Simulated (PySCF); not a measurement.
Isomers of C2H6OSi. Gas-phase values, no solvent. One relaxed conformer stands for each flexible species; it need not be the lowest. Strings in code marks are SMILES.

The T1 excitation (TDA) from two functionals at the same geometries (B3LYP-D3(BJ)/def2-TZVP), both in PySCF: PBE-D3(BJ)/def2-TZVP and B3LYP-D3(BJ)/def2-TZVP. B3LYP has the VWN-RPA correlation part, as in Gaussian. Excitations are Tamm–Dancoff values on a coarser integration grid. The basis has no diffuse functions, so Rydberg states are missing or too high.

| species | PBE-D3(BJ)/def2-TZVP (eV) | B3LYP-D3(BJ)/def2-TZVP (eV) |
|---|---|---|
| `C/C=[SiH]/O` (C–Si–O–H torsion 0°) | 2.97 | 3.04 |
| `C=[SiH]CO` (C–Si–C–O torsion -4°, Si–C–O–H torsion -49°) | 2.86 | 2.88 |
| `O(C=[SiH2])C` (C–O–C–Si torsion 0°) | 2.46 | 2.43 |
| `C1[SiH2][C@@H]1O` (H–O–C–Si torsion 142°) | 4.53 | 4.81 |
| `C[C@@H]1O[SiH2]1` | 4.35 | 4.65 |
| `C=C(O)[SiH3]` (Si–C–O–H torsion 0°) | 3.96 | 3.99 |
| `C1OC[SiH2]1` | 4.78 | 5.64 |
| `C=[Si](C)O` (C–Si–O–H torsion 0°) | 3.50 | 3.59 |
| `C1C[SiH2]O1` | 5.20 | 5.84 |
| `O/C=C/[SiH3]` (H–O–C–C torsion 0°) | 4.27 | 4.27 |

Over these rows, drawn at random from the members with no instability flagged (it was tested for open shells, ions and some series alone), PBE minus B3LYP-D3(BJ): mean -0.23 eV, from -0.86 eV to +0.03 eV.
